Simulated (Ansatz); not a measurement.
The molecule OH+, multiplicity 3 (lowest of 2S+1 = 1, 3, 5 at CCSD(T)/def2-TZVPP on PBE0 minima; our sources give no spin for the ground state, which may be another).

The constants come from a fifth-degree fit in 1/R (seven points, main isotopes). In def2 and cc sets the state is the lowest found near the PBE0 minimum, followed along R.

Run with Ansatz (an electronic-structure program). Values without a source in brackets are computed.

Energies at wB97X-V/def2-TZVPP:

| R (Å) | E (hartree) |
|---|---|
| 0.959991 | -75.25472819 |
| 0.985797 | -75.25718210 |
| 1.009539 | -75.25842767 |
| 1.036377 | -75.25885024 |
| 1.063215 | -75.25839439 |
| 1.094183 | -75.25696934 |
| 1.130312 | -75.25432999 |

Q: With a reduced mass of 0.9481 u, find the minimum, the force constant and the constants.

A: A fifth-degree polynomial in 1/R puts the minimum at r_e = 1.0351 Å with force constant 535 N/m. Then ω_e = (1/2πc)√(k/μ) = 3095 cm⁻¹ and B_e = h/(8π²cμr_e²) = 16.60 cm⁻¹; the cubic and quartic terms give α_e = 0.72 and ω_e x_e = 79 cm⁻¹.
